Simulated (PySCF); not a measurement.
Two species compared at the same levels of theory.

First species: C8H9B.
SMILES: `C#C/C=C/CBC#CC`

Second species: 3,4-dihydro-2H-pyran, C₅H₈O.
Geometry (PBE0-D3(BJ)/def2-SVP, Å), atoms numbered from 1 in this order:
```xyz
14
C5H8O angstrom
C      1.152   -0.633    0.587
C      0.325   -1.595    0.154
O     -0.882   -1.393   -0.414
C     -1.380   -0.073   -0.310
C     -0.311    0.966   -0.596
C      0.835    0.821    0.401
H      2.093   -0.935    1.052
H      0.563   -2.660    0.217
H     -2.217   -0.006   -1.020
H     -1.786    0.073    0.710
H     -0.753    1.974   -0.566
H      0.064    0.807   -1.621
H      1.725    1.362    0.040
H      0.571    1.292    1.366
```

Levels: CAM-B3LYP/def2-SVPD for dipole moment, HOMO energy, LUMO energy, HOMO–LUMO gap, static isotropic polarisability and electronic spatial extent ⟨r²⟩ about the centre of nuclear charge; TDDFT CAM-B3LYP/def2-SVPD for lowest singlet excitation; TDA CAM-B3LYP/def2-SVPD for lowest triplet excitation (Tamm–Dancoff); ΔSCF CAM-B3LYP/def2-SVPD for vertical ionisation energy; PBE0-D3(BJ)/def2-SVP for rotational constant A and rotational constant C. Geometries: PBE0-D3(BJ)/def2-SVP. Each species is one conformer at its optimised geometry, gas phase, non-relativistic unless stated. Electronic properties by PySCF.

The conformers computed, where there is a choice (atom-mapped SMILES and torsion angles):
- `[CH:1]#[C:2]/[CH:3]=[CH:4]/[CH2:5][BH:6][C:7]#[C:8][CH3:9]`: C3–C4–C5–B6 -124°, C4–C5–B6–C7 154°

Values for the first species:

```
Dipole moment                                                     : 3.01 D
HOMO energy                                                       : -7.81 eV
LUMO energy                                                       : -0.70 eV
HOMO–LUMO gap                                                     : 7.11 eV
Lowest singlet excitation                                         : 4.01 eV
Lowest triplet excitation (Tamm–Dancoff)                          : 3.39 eV
Static isotropic polarisability                                   : 119.4 au
Vertical ionisation energy                                        : 8.51 eV
Electronic spatial extent ⟨r²⟩ about the centre of nuclear charge : 2607 bohr²
Rotational constant A                                             : 7.986 GHz
Rotational constant C                                             : 0.411 GHz
```

Q: Estimate the same properties for the second species, and the change in each.

A: 
| property | first | second | second less first |
| --- | --- | --- | --- |
| dipole moment | 3.01 D | 1.39 D | -1.62 D |
| HOMO energy | -7.81 eV | -7.63 eV | +0.18 eV |
| LUMO energy | -0.70 eV | 1.29 eV | +1.99 eV |
| HOMO–LUMO gap | 7.11 eV | 8.92 eV | +1.81 eV |
| lowest singlet excitation | 4.01 eV | 6.00 eV | +1.99 eV |
| lowest triplet excitation (Tamm–Dancoff) | 3.39 eV | 4.19 eV | +0.80 eV |
| static isotropic polarisability | 119.4 au | 61.1 au | -58.3 au |
| vertical ionisation energy | 8.51 eV | 8.49 eV | -0.02 eV |
| electronic spatial extent ⟨r²⟩ about the centre of nuclear charge | 2607 bohr² | 504 bohr² | -2103 bohr² |
| rotational constant A | 7.986 GHz | 5.235 GHz | -2.751 GHz |
| rotational constant C | 0.411 GHz | 2.726 GHz | +2.315 GHz |

On the first: No computed singlet falls in the visible range (750 to 380 nm, 1.65 to 3.26 eV); S1 lies 0.75 eV above its blue end. In wavenumbers S1 is 32300 cm⁻¹ (1 eV = 8065.54 cm⁻¹).

On the second: The vertical singlet–triplet gap S1 − T1 is 1.81 eV (TDDFT singlet less Tamm–Dancoff triplet; S1: HOMO→LUMO, weight 0.87; T1: HOMO→LUMO+1, weight 0.49). The ΔSCF ionisation energy exceeds −ε(HOMO) by 0.86 eV with CAM-B3LYP.
